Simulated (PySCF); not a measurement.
# Bond curve of SbCl

Set-up: Sb cc-pVTZ-PP with ECP28, Cl cc-pV(T+d)Z; scalar-relativistic core potentials (PySCF 2.14). Energies in eV from Sb + Cl in their ground configurations at the same level. State: ³Σ⁻ (triplet), unpaired electrons π ↑↑.

All columns are PBE0. A positive dipole means Sb(−)Cl(+).

```json
{"R (Å)": "2.024", "E (eV)": "-2.014", "μ (D)": "-0.25", "Mulliken charge on Sb (basis-dependent)": "0.12", "HOMO (eV)": "-5.78", "LUMO (eV)": "-2.44", "Mayer bond order": "1.30", "⟨S²⟩": "2.01"}
{"R (Å)": "2.118", "E (eV)": "-2.685", "μ (D)": "-0.80", "Mulliken charge on Sb (basis-dependent)": "0.19", "HOMO (eV)": "-5.97", "LUMO (eV)": "-2.60", "Mayer bond order": "1.23", "⟨S²⟩": "2.00"}
{"R (Å)": "2.212", "E (eV)": "-3.040", "μ (D)": "-1.35", "Mulliken charge on Sb (basis-dependent)": "0.24", "HOMO (eV)": "-6.15", "LUMO (eV)": "-2.75", "Mayer bond order": "1.16", "⟨S²⟩": "2.00"}
{"R (Å)": "2.282", "E (eV)": "-3.160", "μ (D)": "-1.75", "Mulliken charge on Sb (basis-dependent)": "0.28", "HOMO (eV)": "-6.28", "LUMO (eV)": "-2.86", "Mayer bond order": "1.12", "⟨S²⟩": "2.00"}
{"R (Å)": "2.353", "E (eV)": "-3.188", "μ (D)": "-2.15", "Mulliken charge on Sb (basis-dependent)": "0.30", "HOMO (eV)": "-6.41", "LUMO (eV)": "-2.97", "Mayer bond order": "1.08", "⟨S²⟩": "2.00"}
{"R (Å)": "2.424", "E (eV)": "-3.149", "μ (D)": "-2.54", "Mulliken charge on Sb (basis-dependent)": "0.33", "HOMO (eV)": "-6.53", "LUMO (eV)": "-3.07", "Mayer bond order": "1.05", "⟨S²⟩": "2.01"}
{"R (Å)": "2.518", "E (eV)": "-3.022", "μ (D)": "-3.04", "Mulliken charge on Sb (basis-dependent)": "0.36", "HOMO (eV)": "-6.69", "LUMO (eV)": "-3.20", "Mayer bond order": "1.01", "⟨S²⟩": "2.01"}
{"R (Å)": "2.635", "E (eV)": "-2.786", "μ (D)": "-3.64", "Mulliken charge on Sb (basis-dependent)": "0.38", "HOMO (eV)": "-6.87", "LUMO (eV)": "-3.35", "Mayer bond order": "0.97", "⟨S²⟩": "2.01"}
{"R (Å)": "2.776", "E (eV)": "-2.443", "μ (D)": "-4.31", "Mulliken charge on Sb (basis-dependent)": "0.40", "HOMO (eV)": "-7.06", "LUMO (eV)": "-3.52", "Mayer bond order": "0.92", "⟨S²⟩": "2.01"}
{"R (Å)": "2.965", "E (eV)": "-1.959", "μ (D)": "-5.09", "Mulliken charge on Sb (basis-dependent)": "0.42", "HOMO (eV)": "-7.26", "LUMO (eV)": "-4.05", "Mayer bond order": "0.88", "⟨S²⟩": "2.03"}
```

A fit through these points gives, at Re = 2.344 Å, μ = -2.10 D and dμ/dR = -5.60 D/Å; the reduced mass is 27.12 u.

How strong is the fundamental in the double-harmonic approximation, I = 42.26·(dμ/dR)²/μred km/mol?

I = 42.26·(-5.60)²/27.12 = 48.9 km/mol at PBE0.

Spin–orbit coupling is left out, which matters for elements this heavy, above all for dissociation energies. The state is the lowest determinant that a PBE0 search found; another state may lie lower at other levels.
